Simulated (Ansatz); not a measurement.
Basis-set extrapolation for `N[Si](O)F` radical (PBE0-D4/def2-TZVP geometry, frozen core, the Gaussian-basis code of Ansatz). Multiplicity 2, UHF reference.

```
                      def2-TZVPP   def2-QZVPP
                 HF  -519.667227  -519.688868
    MP2 correlation    -0.799885    -0.868622
CCSD(T) correlation    -0.841858      not run
```

Energies in hartree. Use E(X) = E(∞) + A·exp(−7.88·√X) for Hartree–Fock and E(X) = E(∞) + B·X^(−2.97) for correlation, with X = 3 and 4, and add CCSD(T) minus MP2 of the smaller set to the MP2 limit.

Task: What is the CCSD(T) energy at the basis-set limit?

Result: HF limit: -519.688868 + (-0.021641) × 0.13774 = -519.69185. MP2 limit: -0.868622 + (-0.068737) × 0.74074 = -0.91954. Higher-order term: -0.841858 − (-0.799885) = -0.04197. Total: -520.65336 hartree, 90.5 kcal/mol below CCSD(T)/def2-TZVPP.
